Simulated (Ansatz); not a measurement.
One change: `[SiH3]/C=C/Cl` becomes `[SiH3]/C=C/[SiH3]`.

Ansatz, PBE0-D4/def2-TZVP geometries, multiplicity 1. 

```
                                                                                  property  `[SiH3]/C=C/Cl`
                                                       HOMO energy (B3LYP/def2-TZVPP) / eV            -7.44
                                                         HOMO energy (PBE/def2-TZVPP) / eV            -6.53
ideal-gas entropy at 298 K and 1 bar (rigid rotor, harmonic PBE0-D4/def2-TZVP) / J/(mol·K)              319
                                                       HOMO–LUMO gap (PBE/def2-TZVPP) / eV             4.80
                                            zero-point energy (PBE0-D4/def2-TZVP) / kJ/mol            152.7
                                                         LUMO energy (PBE/def2-TZVPP) / eV            -1.73
```

Problem. Give the same properties after the change, and the shifts. (Best estimate.)

Solution. The calculation gave: 
| property | `[SiH3]/C=C/[SiH3]` | shift |
| --- | --- | --- |
| HOMO energy (B3LYP/def2-TZVPP) / eV | -7.84 | -0.40 |
| HOMO energy (PBE/def2-TZVPP) / eV | -6.97 | -0.44 |
| ideal-gas entropy at 298 K and 1 bar (rigid rotor, harmonic PBE0-D4/def2-TZVP) / J/(mol·K) | 337 | 18 |
| HOMO–LUMO gap (PBE/def2-TZVPP) / eV | 4.99 | 0.19 |
| zero-point energy (PBE0-D4/def2-TZVP) / kJ/mol | 215.2 | 62.5 |
| LUMO energy (PBE/def2-TZVPP) / eV | -1.98 | -0.25 |

With PBE0 the HOMO falls by 0.39 eV and the LUMO falls by 0.23 eV, so the gap widens by about 0.16 eV. PBE moves the HOMO by -0.44 eV and ωB97M-V by -0.42 eV. The zero-point energy changes by 62.5 kJ/mol with +9 modes.

B3LYP here is the variant with VWN-RPA as its local correlation; programs differ in this.
